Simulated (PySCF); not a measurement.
SnCl₃⁻: umbrella–stretch map

Level of theory: PySCF, PBE0, basis Sn def2-TZVPD with ECP28, Cl def2-TZVPD (scalar-relativistic core potentials, no spin–orbit coupling, density fitting).

Rigid scan from the singlet minimum (Sn–Cl 2.474 Å (×3); Cl–Sn–Cl 97.3° (×3)). Coordinate: rows: all bonds scaled; columns: angle to the threefold axis. Energies in kJ/mol from the minimum.

```
scale \ angle    60    66    72     78     84     90
         0.95     ?  38.4  75.2  125.4  174.8  197.4
         0.98   3.3  15.7     ?   88.0  127.5  145.0
         1.00     ?  10.3  37.2   73.4  107.3      ?
         1.03   6.5  13.5  35.0   64.1      ?  102.5
         1.07  31.1  33.9  49.0   70.3   90.1   98.4
```

**Question.** Fill in the five missing cells, row by row.

**Answer.** 23.2, 46.6, 0.0, 122.0, 91.0.

The bond scale of lowest energy on the grid is 1.00 at 60°, 1.00 at 66°, 1.03 at 72°, 1.03 at 78°, 1.07 (edge) at 84°, 1.07 (edge) at 90°.

The scan took of the order of 10 core-minutes on a shared host.
